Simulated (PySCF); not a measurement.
C2H6N, SMILES C=[NH+]C, charge +1. Geometry optimised at B3LYP-D3(BJ)/def2-TZVP. The isomer is the one that the SMILES or the coordinates give; other isomers of the formula were not compared.

Computed equilibrium geometry at B3LYP-D3(BJ)/def2-TZVP (PySCF confirms it by a frequency run) as a Z-matrix, and its point group:
point group Cs.
```
N
C 1 1.2708
H 1 1.0194 2 117.93
H 2 1.0835 1 119.77 3 0.00
H 2 1.0840 4 120.50 1 180.00
C 1 1.4685 3 115.67 2 180.00
H 6 1.0863 1 109.35 3 180.00
H 6 1.0895 7 110.59 1 119.32
H 6 1.0895 7 110.59 8 121.35
```
Charge +1, spin multiplicity 1.
